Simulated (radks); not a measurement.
Neutral caesium, 55 electrons, occupied as [Xe] 6s1.

Method: scalar-relativistic Kohn-Sham, r2SCAN, spin-polarised, spherical densities, finite nucleus; open shells are filled with parallel spins first (spin-orbit coupling, left out, can overturn this in heavy ions); meta-GGA in the generalised Kohn-Sham scheme; Fermi nuclear charge, rms radius 4.8041 fm; computed with a radial shooting solver on a logarithmic mesh with Libxc functionals.

Energy parts (eV):
total: -211912.84
kinetic: 223269.83
electron-nucleus: -512772.61
Hartree: 82830.69
exchange-correlation: -5240.74

Orbitals (lengths in bohr, moments of r in powers of bohr):
orbital,occ.,eigenvalue (eV),<1/r>
1s up,1,-35859.03,59.39
1s down,1,-35859.02,59.39
2s up,1,-5642.843,13.66
2s down,1,-5642.841,13.66
2p up,3,-5058.745,13.00
2p down,3,-5058.743,13.00
3s up,1,-1180.127,4.933
3s down,1,-1180.123,4.933
3p up,3,-990.9914,4.676
3p down,3,-990.9870,4.676
3d up,5,-713.7396,4.422
3d down,5,-713.7353,4.422
4s up,1,-225.3457,2.011
4s down,1,-225.3339,2.011
4p up,3,-164.5439,1.850
4p down,3,-164.5315,1.850
4d up,5,-75.7424,1.582
4d down,5,-75.7244,1.582
5s up,1,-27.6022,0.7476
5s down,1,-27.5646,0.7466
5p up,3,-14.0170,0.6209
5p down,3,-13.9750,0.6223
5d up,0,-0.3689,0.2262
6s up,1,-2.3221,0.2164
6p up,0,-0.8370,0.1624

The highest occupied level is 6s up at -2.322 eV. Summed over all electrons, <r^2> = 87.96 bohr^2, which gives a Langevin (diamagnetic) susceptibility term of -69.7 x 10^-6 cm^3/mol.
